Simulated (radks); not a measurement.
Species: Zn+. Configuration: [Ar] 3d10 4s1. All-electron calculation, scalar-relativistic Kohn-Sham, LDA (Slater exchange, Perdew-Wang correlation), spin-polarised, spherical densities, finite nucleus; open shells are filled with parallel spins first; Fermi nuclear charge, rms radius 3.9283 fm. Program: a radial shooting solver on a logarithmic mesh with Libxc functionals.

Normalised radial functions P(r) = r R(r), r in bohr:

r         3p down    4s up
0.003281   0.0036   0.0329
0.004895   0.0075   0.0462
0.007361   0.0158   0.0636
0.01098    0.0327   0.0834
0.01638    0.0659   0.1022
0.02464    0.1299   0.1117
0.03675    0.2385   0.0964
0.05527    0.4043   0.0375
0.08245    0.5886  -0.0656
0.123      0.6749  -0.1703
0.185      0.4496  -0.1711
0.276     -0.1943   0.0144
0.415     -0.9824   0.2687
0.6191    -1.2699   0.2657
0.9236    -0.9034  -0.1009
1.389     -0.3601  -0.5553
2.072     -0.0747  -0.7137
3.091     -0.0062  -0.4985
4.648     -0.0001  -0.1739
6.934     0.0000  -0.0253

3p down: eigenvalue -92.947 eV, 1 radial node at r = 0.250 bohr, <r> = 0.714 bohr, 90 % of the charge inside 1.10 bohr. 4s up: eigenvalue -14.783 eV, 3 radial nodes at r = 0.0650, 0.270, 0.846 bohr, <r> = 2.37 bohr, 90 % of the charge inside 3.56 bohr.
